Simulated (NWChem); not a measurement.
SiH$_{2}$O$_{2}$BrF; SMILES O[Si](O)(F)Br

```xyz
7

O      1.3348     1.3038     0.8680
Si     0.0152     0.8143     0.0107
O      0.0886     1.4910    -1.4990
F     -1.3717     1.2797     0.7284
Br    -0.0055    -1.3957    -0.0074
H      1.6239     2.2136     0.6730
H     -0.6881     1.3599    -2.0706
```
Atoms are numbered in this order, from 1.

Program: NWChem. The geometry was optimised at PBE-D3(BJ)/def2-SVP.

Task: Taking PBE0/pcseg-2 as the yardstick, which of these has the fewest basis functions while keeping “highest occupied level (eV)” within 0.1 eV of it: PBE0/aug-pcseg-1; PBE0/def2-SVP; PBE0/STO-3G; PBE0/pcseg-1?

Result: PBE0/pcseg-1 (a larger set in the list lies outside the tolerance).
| level | basis functions | highest occupied level (eV) | relative time (rough) |
|---|---|---|---|
| PBE0/STO-3G | 44 | -5.13 | 1 |
| PBE0/pcseg-1 | 97 | -8.92 | 4 |
| PBE0/def2-SVP | 102 | -8.69 | 3 |
| PBE0/aug-pcseg-1 | 150 | -8.93 | 10 |
| PBE0/pcseg-2 | 195 | -8.91 | 10 |

The yardstick is one finite set, not the basis-set limit.
